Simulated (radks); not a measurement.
Spin polarisation of the 4f3 shell in Nd3+. Start: [Xe] 4f(up 1.5, down 1.5); electrons of 4f are moved from spin down to spin up, other shells keep equal spins. All-electron calculation, scalar-relativistic Kohn-Sham, LDA (Slater exchange, Perdew-Wang correlation), spin-polarised, spherical densities, finite nucleus; Fermi nuclear charge, rms radius of each element as measured or else 0.836 A^(1/3) + 0.57 fm. Program: a radial shooting solver on a logarithmic mesh with Libxc functionals.

| moment (Bohr magnetons) | E - E(0) (eV) | e(4f up) (eV) | e(4f down) (eV) | 5p down minus up (eV) | 5s down minus up (eV) |
|---|---|---|---|---|---|
| 0 | 0.000 | -31.119 | -31.119 | 0.000 | 0.000 |
| 0.75 | -0.097 | -31.368 | -30.849 | 0.257 | 0.332 |
| 1.5 | -0.390 | -31.595 | -30.557 | 0.515 | 0.665 |
| 2.25 | -0.876 | -31.800 | -30.244 | 0.773 | 0.999 |
| 3 | -1.558 | -31.983 | -29.909 | 1.033 | 1.335 |

At moment 3 the spin-polarisation energy is -1.558 eV and the 4f exchange splitting 2.075 eV, that is 0.692 eV per Bohr magneton; E = -I m^2/4 would give I = 0.692 eV.
